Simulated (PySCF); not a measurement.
Al(H)(OMe)(OSiH3) (CH7AlO2Si), SMILES C[O][AlH][O][SiH3]. Geometry optimised at PBE-D3(BJ)/def2-SVP. The structure was generated by enumeration; whether it is a known compound was not checked. The values are those of a single conformer.

Computed equilibrium geometry at PBE-D3(BJ)/def2-SVP (PySCF confirms it by a frequency run) as bond lengths and angles (one conformer of several):
Atoms: Al1 H2 O3 C4 H5 H6 H7 O8 Si9 H10 H11 H12. Bond lengths (Å): Al1–H2 1.575, Al1–O3 1.706, Al1–O8 1.711, O3–C4 1.402, C4–H5 1.114, C4–H6 1.115, C4–H7 1.114, O8–Si9 1.660, Si9–H10 1.505, Si9–H11 1.505, Si9–H12 1.508. Angles (°): H2–Al1–O3 117.6, H2–Al1–O8 121.2, O3–Al1–O8 121.2, Al1–O3–C4 138.2, O3–C4–H5 110.6, O3–C4–H6 113.2, O3–C4–H7 110.5, H5–C4–H6 107.5, H5–C4–H7 107.2, H6–C4–H7 107.5, Al1–O8–Si9 167.5, O8–Si9–H10 110.2, O8–Si9–H11 110.2, O8–Si9–H12 110.8, H10–Si9–H11 108.8, H10–Si9–H12 108.4, H11–Si9–H12 108.4.
Charge 0, spin multiplicity 1.
